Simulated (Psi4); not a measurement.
C5H4N, charge +2, doublet, at a GFN2-xTB geometry of the parent state (a state made from the parent by changing its charge; the spin is typed, not shown lowest); CAM-B3LYP/STO-3G (Psi4 1.11).

Input for Psi4:
```
memory 2 GB

molecule mol {
2 2
C     0.632091   -1.220249    0.002131
N    -0.646292   -1.234425   -0.054159
C    -1.342506   -0.105418   -0.061010
C    -0.676995    1.107414   -0.006461
C     0.711769    1.113469    0.054494
C     1.414913   -0.085478    0.060184
H    -2.419885   -0.183376   -0.109832
H    -1.232820    2.032636   -0.011430
H     1.249809    2.050817    0.097691
H     2.491306   -0.117527    0.106659
}

set {
  basis sto-3g
  reference uks
}

energy('cam-b3lyp')
print_variables()
```

### Question
Write the output that Psi4 gives for this input, abridged.

### Answer

```
   => Loading Basis Set <=

    Name: STO-3G
    Role: ORBITAL
    Keyword: BASIS

         ---------------------------------------------------------
                                   SCF
               by Justin Turney, Rob Parrish, Andy Simmonett
                          and Daniel G. A. Smith
                              UKS Reference
         ---------------------------------------------------------

  ==> Geometry <==

    Molecular point group: c1
    Full point group: C1

    Geometry (in Angstrom), charge = 2, multiplicity = 2:

       Center              X                  Y                   Z               Mass
    ------------   -----------------  -----------------  -----------------  -----------------
         C            0.633240607392    -1.172106881940     0.003189486336    12.000000000000
         N           -0.645142392608    -1.186282881940    -0.053100513664    14.003074004430
         C           -1.341356392608    -0.057275881940    -0.059951513664    12.000000000000
         C           -0.675845392608     1.155556118060    -0.005402513664    12.000000000000
         C            0.712918607392     1.161611118060     0.055552486336    12.000000000000
         C            1.416062607392    -0.037335881940     0.061242486336    12.000000000000
         H           -2.418735392608    -0.135233881940    -0.108773513664     1.007825032230
         H           -1.231670392608     2.080778118060    -0.010371513664     1.007825032230
         H            1.250958607392     2.098959118060     0.098749486336     1.007825032230
         H            2.492455607392    -0.069384881940     0.107717486336     1.007825032230

  Running in c1 symmetry.

  Rotational constants: A =      0.22149  B =      0.19946  C =      0.10495 [cm^-1]
  Rotational constants: A =   6640.16221  B =   5979.60199  C =   3146.29707 [MHz]
  Nuclear repulsion =  198.892402420918842

  Charge       = 2
  Multiplicity = 2
  Electrons    = 39
  Nalpha       = 20
  Nbeta        = 19

  ==> Algorithm <==

  SCF Algorithm Type is DF.
  DIIS enabled.
  MOM disabled.
  Fractional occupation disabled.
  Guess Type is SAD.
  Energy threshold   = 1.00e-06
  Density threshold  = 1.00e-06
  Integral threshold = 1.00e-12

  ==> Primary Basis <==

  Basis Set: STO-3G
    Blend: STO-3G
    Number of shells: 22
    Number of basis functions: 34
    Number of Cartesian functions: 34
    Spherical Harmonics?: true
    Max angular momentum: 1

  ==> DFT Potential <==

   => LibXC <=

    Version 7.1.2
    S. Lehtola, C. Steigemann, M. J. T. Oliveira, and M. A. L. Marques,  SoftwareX 7, 1–5 (2018) (10.1016/j.softx.2017.11.002)

   => Composite Functional: CAM-B3LYP <=

    CAM-B3LYP Hyb-GGA Exchange-Correlation Functional

    T. Yanai, D. P. Tew, and N. C. Handy,  Chem. Phys. Lett. 393, 51 (2004) (10.1016/j.cplett.2004.06.011)

    Deriv               =              1
    GGA                 =           TRUE
    Meta                =          FALSE

    Exchange Hybrid     =           TRUE
    MP2 Hybrid          =          FALSE

   => Exchange Functionals <=

    0.3500         Becke 88 [omega = 0.3300]
    0.4600   Short-range recipe for B88 functional - erf [omega = 0.3300]

   => Exact (HF) Exchange <=

    0.4600            HF,LR [omega = 0.3300]
    0.1900               HF

   => Correlation Functionals <=

    0.1900   Vosko, Wilk & Nusair (VWN5)
    0.8100   Lee, Yang & Parr

   => LibXC Density Thresholds  <==

    XC_HYB_GGA_XC_CAM_B3LYP:  1.00E-14

   => Molecular Quadrature <=

    Radial Scheme          =       TREUTLER
    Pruning Scheme         =           NONE
    Nuclear Scheme         =       TREUTLER

    Blocking Scheme        =         OCTREE
    BS radius alpha        =              1
    Pruning alpha          =              1
    Radial Points          =             75
    Spherical Points       =            302
    Total Points           =         209693
    Total Blocks           =           1614
    Max Points             =            256
    Max Functions          =             34
    Weights Tolerance      =       1.00E-15

   => Loading Basis Set <=

    Name: (STO-3G AUX)
    Role: JKFIT
    Keyword: DF_BASIS_SCF

  ==> Integral Setup <==

  SCF_SUBTYPE=INCORE selected. In-core MEM_DF algorithm will be used.
  Using in-core AOs.

  ==> MemDFJK: Density-Fitted J/K Matrices <==

    J tasked:                   Yes
    K tasked:                   Yes
    wK tasked:                  Yes
    Omega:                3.300E-01
    Algorithm:                 Core
    Schwarz Cutoff:           1E-12
    Mask sparsity (%):       1.5571
    Fitting Condition:        1E-10

   => Auxiliary Basis Set <=

  Basis Set: (STO-3G AUX)
    Blend: DEF2-UNIVERSAL-JKFIT
    Number of shells: 174
    Number of basis functions: 524
    Number of Cartesian functions: 618
    Spherical Harmonics?: true
    Max angular momentum: 4

  Minimum eigenvalue in the overlap matrix is 1.7017339553E-01.
  Reciprocal condition number of the overlap matrix is 6.7042164946E-02.
    Using symmetric orthogonalization.

  ==> Pre-Iterations <==

  SCF Guess: Superposition of Atomic Densities via on-the-fly atomic UHF (no occupation information).

   -------------------------
    Irrep   Nso     Nmo
   -------------------------
     A         34      34
   -------------------------
    Total      34      34
   -------------------------

  ==> Iterations <==

                           Total Energy        Delta E     RMS |[F,P]|

   @DF-UKS iter SAD:  -241.67594890378962   -2.41676e+02   0.00000e+00
   @DF-UKS iter   1:  -243.33568669338300   -1.65974e+00   1.29491e-02 ADIIS/DIIS
   @DF-UKS iter   2:  -243.20406546478040    1.31621e-01   2.14191e-02 ADIIS/DIIS
   @DF-UKS iter   3:  -243.47003956565570   -2.65974e-01   4.68536e-03 ADIIS/DIIS
   @DF-UKS iter   4:  -243.48545075834201   -1.54112e-02   1.39262e-03 ADIIS/DIIS
   @DF-UKS iter   5:  -243.48696260867632   -1.51185e-03   3.56366e-04 ADIIS/DIIS
[...]
   @DF-UKS iter  42:  -243.48637530543488    9.40430e-07   1.01113e-05 DIIS
   @DF-UKS iter  43:  -243.48637265588002    2.64955e-06   9.91843e-06 DIIS
   @DF-UKS iter  44:  -243.48637212874425    5.27136e-07   1.01278e-05 DIIS
   @DF-UKS iter  45:  -243.48637183251182    2.96232e-07   1.02962e-05 DIIS
   @DF-UKS iter  46:  -243.48637234864242   -5.16131e-07   1.02165e-05 DIIS
   @DF-UKS iter  47:  -243.48637243098261   -8.23402e-08   1.01891e-05 DIIS
   @DF-UKS iter  48:  -243.48637255080945   -1.19827e-07   1.01521e-05 DIIS
   @DF-UKS iter  49:  -243.48637025964862    2.29116e-06   1.16113e-05 DIIS
   @DF-UKS iter  50:  -243.48637179566998   -1.53602e-06   1.04346e-05 DIIS
   @DF-UKS iter  51:  -243.48637689129413   -5.09562e-06   1.15400e-05 DIIS
   @DF-UKS iter  52:  -243.48636898867758    7.90262e-06   1.30622e-05 DIIS
   @DF-UKS iter  53:  -243.48636926850321   -2.79826e-07   1.27238e-05 DIIS
   @DF-UKS iter  54:  -243.48637368317179   -4.41467e-06   9.63095e-06 DIIS
   @DF-UKS iter  55:  -243.48637489420750   -1.21104e-06   9.90195e-06 DIIS
   @DF-UKS iter  56:  -243.48637276644735    2.12776e-06   9.83394e-06 DIIS
   @DF-UKS iter  57:  -243.48637517350753   -2.40706e-06   1.01365e-05 DIIS
   @DF-UKS iter  58:  -243.48637461095223    5.62555e-07   9.94103e-06 DIIS
   @DF-UKS iter  59:  -243.48637179000630    2.82095e-06   1.02729e-05 DIIS
   @DF-UKS iter  60:  -243.48636611629721    5.67371e-06   1.60807e-05 DIIS
   @DF-UKS iter  61:  -243.48636834181059   -2.22551e-06   1.35581e-05 DIIS
   @DF-UKS iter  62:  -243.48636452296100    3.81885e-06   1.82330e-05 DIIS
   @DF-UKS iter  63:  -243.48637034310806   -5.82015e-06   1.15682e-05 DIIS
   @DF-UKS iter  64:  -243.48636914863465    1.19447e-06   1.26820e-05 DIIS
   @DF-UKS iter  65:  -243.48636656641159    2.58222e-06   1.55300e-05 DIIS
   @DF-UKS iter  66:  -243.48636834338612   -1.77697e-06   1.34205e-05 DIIS
   @DF-UKS iter  67:  -243.48636825780378    8.55823e-08   1.35533e-05 DIIS
   @DF-UKS iter  68:  -243.48637467378143   -6.41598e-06   9.62649e-06 DIIS
   @DF-UKS iter  69:  -243.48638038124406   -5.70746e-06   1.55114e-05 DIIS
   @DF-UKS iter  70:  -243.48636965561033    1.07256e-05   1.20541e-05 DIIS
   @DF-UKS iter  71:  -243.48637076508123   -1.10947e-06   1.10389e-05 DIIS
   @DF-UKS iter  72:  -243.48637013503182    6.30049e-07   1.15786e-05 DIIS
   @DF-UKS iter  73:  -243.48637434185250   -4.20682e-06   1.01794e-05 DIIS
   @DF-UKS iter  74:  -243.48637410156633    2.40286e-07   1.00806e-05 DIIS
   @DF-UKS iter  75:  -243.48637303877388    1.06279e-06   1.00580e-05 DIIS
   @DF-UKS iter  76:  -243.48637252828087    5.10493e-07   1.02077e-05 DIIS
   @DF-UKS iter  77:  -243.48637140095278    1.12733e-06   1.07175e-05 DIIS
   @DF-UKS iter  78:  -243.48637139623406    4.71871e-09   1.07353e-05 DIIS
   @DF-UKS iter  79:  -243.48636742597415    3.97026e-06   1.46548e-05 DIIS
   @DF-UKS iter  80:  -243.48636680853451    6.17440e-07   1.51825e-05 DIIS
   @DF-UKS iter  81:  -243.48636788851994   -1.07999e-06   1.38796e-05 DIIS
   @DF-UKS iter  82:  -243.48636628241820    1.60610e-06   1.56070e-05 DIIS
   @DF-UKS iter  83:  -243.48636624332076    3.90974e-08   1.57174e-05 DIIS
   @DF-UKS iter  84:  -243.48637051382005   -4.27050e-06   1.08677e-05 DIIS
   @DF-UKS iter  85:  -243.48636969165858    8.22161e-07   1.15723e-05 DIIS
   @DF-UKS iter  86:  -243.48637302179023   -3.33013e-06   9.22812e-06 DIIS
   @DF-UKS iter  87:  -243.48637436061381   -1.33882e-06   9.23153e-06 DIIS
   @DF-UKS iter  88:  -243.48636587928050    8.48133e-06   1.60544e-05 DIIS
   @DF-UKS iter  89:  -243.48636667464862   -7.95368e-07   1.50340e-05 DIIS
   @DF-UKS iter  90:  -243.48636801303826   -1.33839e-06   1.33572e-05 DIIS
   @DF-UKS iter  91:  -243.48637421712505   -6.20409e-06   9.42594e-06 DIIS
   @DF-UKS iter  92:  -243.48637655822705   -2.34110e-06   1.08159e-05 DIIS
   @DF-UKS iter  93:  -243.48637314100932    3.41722e-06   9.78915e-06 DIIS
   @DF-UKS iter  94:  -243.48637254695907    5.94050e-07   1.00030e-05 DIIS
   @DF-UKS iter  95:  -243.48637208315310    4.63806e-07   1.01709e-05 DIIS
   @DF-UKS iter  96:  -243.48637291803303   -8.34880e-07   9.90460e-06 DIIS
   @DF-UKS iter  97:  -243.48637281875409    9.92789e-08   9.93278e-06 DIIS
   @DF-UKS iter  98:  -243.48637152331332    1.29544e-06   1.05870e-05 DIIS
   @DF-UKS iter  99:  -243.48637240508856   -8.81775e-07   1.00963e-05 DIIS
   @DF-UKS iter 100:  -243.48637272401729   -3.18929e-07   1.00254e-05 DIIS

PsiException: Could not converge SCF iterations in 100 iterations.

  Failed to converge.

Traceback (most recent call last):
  File "psi4", line 375, in <module>
  File "<string>", line 31, in <module>
  File "site-packages/psi4/driver/driver.py", line 533, in energy
  File "site-packages/psi4/driver/procrouting/proc.py", line 2760, in run_scf
  File "site-packages/psi4/driver/procrouting/proc.py", line 2047, in scf_helper
  File "site-packages/psi4/driver/procrouting/scf_proc/scf_iterator.py", line 93, in scf_compute_energy
  File "site-packages/psi4/driver/procrouting/scf_proc/scf_iterator.py", line 86, in scf_compute_energy
  File "site-packages/psi4/driver/procrouting/scf_proc/scf_iterator.py", line 609, in scf_iterate

psi4.driver.p4util.exceptions.SCFConvergenceError: Could not converge SCF iterations in 100 iterations.

Printing out the relevant lines from the Psithon --> Python processed input file:
    H     2.491306   -0.117527    0.106659
    ""","mol")
    core.IO.set_default_namespace("mol")
    core.set_global_option("BASIS", "sto-3g")
    core.set_global_option("REFERENCE", "uks")
--> energy('cam-b3lyp')
    print_variables()

!-------------------------------------------------------!
!                                                       !
!  Could not converge SCF iterations in 100 iterations. !
!                                                       !
!-------------------------------------------------------!
```

Convergence was not reached.
